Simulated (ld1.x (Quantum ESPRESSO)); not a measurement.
Results of a calculation; reference values are marked as such.
## Potentials for silicon compared

Generated with ld1.x 7.5 (TM, RRKJ, ultrasoft, PAW), atompaw 4.2 or ONCVPSP 4.0.1. The cutoff is in Ry: for ld1.x and atompaw files where the sum of valence levels is converged to 10 mRy in a Bessel basis, for ONCV files where the hardest occupied wave has 1 mHa per electron of residual kinetic energy. The error is the largest all-electron minus pseudo excitation energy over each file’s own four to seven test configurations (ionisations up to +4, promotions, holes and added fractions of an electron), all of which were solved. The labels leave out finer settings (local radius, basis sizes, second energies), which also bear on the numbers. Spin-polarised tests are not counted. The rows are a selection from randomly drawn settings: files with unsolved tests, undetermined cutoffs or missed reference levels are left out.

A true bound ghost makes a file unfit for plane-wave use even where its test errors are small: the radial tests pick states by their node count and pass the ghost by.

| potential | cutoff (Ry) | largest error (meV) | bound ghosts |
| --- | --- | --- | --- |
| PAW, PBE, non-relativistic, rc 1.60/1.90/1.50 (spd), local d, core correction yes, reference 3s2 3p0 | 12 | -18 | none |
| PAW, PBE, scalar-relativistic, rc 1.90/1.90 (sp), local smoothed, core correction yes, reference 3s2 3p2 | 8 | -57 | none |
| TM, BLYP, scalar-relativistic, rc 1.30/1.55 (sp), local s, core correction yes, reference 3s2 3p2 | 40 | +56 | none |
| TM, PBEsol, scalar-relativistic, rc 1.25/1.50/1.45 (spd), local s, core correction yes, reference 3s2 3p2 | 50 | +62 | none |

(1) Fill in the row for Si: TM, PBE, non-relativistic, rc 1.35/2.10 (sp), local s, core correction yes, reference 3s2 3p1.

(2) Fill in the row for Si: ultrasoft, PBE, scalar-relativistic, rc 1.65/1.50 (sp), local smoothed, core correction no, reference 3s1.75 3p2.25.

(3) Fill in the row for Si: ultrasoft, PBE, scalar-relativistic, rc 1.85/2.10 (sp), local smoothed, core correction yes, reference 3s2 3p1.

Results:

(1) cutoff 35 Ry, largest error +40 meV, bound ghosts: none.

(2) cutoff 10 Ry, largest error +23 meV, bound ghosts: p, s.

(3) cutoff 8 Ry, largest error +31 meV, bound ghosts: none.
